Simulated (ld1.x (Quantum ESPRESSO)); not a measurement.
**Cutoff test, aluminium (Al), TM**

* Element: Al (Z = 13)
* Generator: ld1.x (Quantum ESPRESSO) 7.5
* Type: norm-conserving Troullier–Martins (Kleinman–Bylander form)
* Functional: LDA (PZ)
* Relativity: scalar-relativistic
* Frozen core: [Ne]
* Valence charge: 3
* Reference configuration: 3s1.75 3p1.25
* Partial waves: 3s (bound): rc 1.55 bohr; 3p (bound): rc 2.75 bohr; 3d channel at 0.05 Ry: rc 2.45 bohr
* Local potential: all-electron potential smoothed inside 2.05 bohr (lloc = -1)
* Core correction: Bessel-smoothed model core inside 0.95 bohr

The pseudo-atom Hamiltonian at the reference potential is diagonalised in spherical Bessel functions j_l(qr) that vanish at 20 bohr, with q² up to the cutoff. All-electron valence levels (Ry): 3s -0.5923, 3p -0.2172.

Question: How do the lowest levels (Ry) of each channel move with the cutoff, and are there ghosts?

Answer:

| cutoff (Ry) | s #1 | p #1 | d #1 | f #1 | f #2 | Σ f·Δε (mRy) |
| --- | --- | --- | --- | --- | --- | --- |
| 8 | -0.5798 | -0.2170 | 0.0450 | 0.1037 | 0.2247 | 22.0 |
| 12 | -0.5836 | -0.2172 | 0.0448 | 0.1037 | 0.2247 | 15.2 |
| 18 | -0.5853 | -0.2172 | 0.0447 | 0.1037 | 0.2247 | 12.3 |
| 25 | -0.5890 | -0.2172 | 0.0447 | 0.1037 | 0.2247 | 5.8 |
| 35 | -0.5913 | -0.2172 | 0.0447 | 0.1037 | 0.2247 | 1.6 |
| 45 | -0.5914 | -0.2172 | 0.0447 | 0.1037 | 0.2247 | 1.5 |
| 55 | -0.5919 | -0.2172 | 0.0447 | 0.1037 | 0.2247 | 0.7 |
| 70 | -0.5921 | -0.2172 | 0.0447 | 0.1037 | 0.2247 | 0.2 |
| 400 | -0.5923 | -0.2172 | 0.0447 | 0.1037 | 0.2247 | 0.0 |

Result: no extra level below or beside the all-electron valence levels (s, p, d, f tested); 10 mRy is reached at 21 Ry and 1 mRy at 55 Ry.
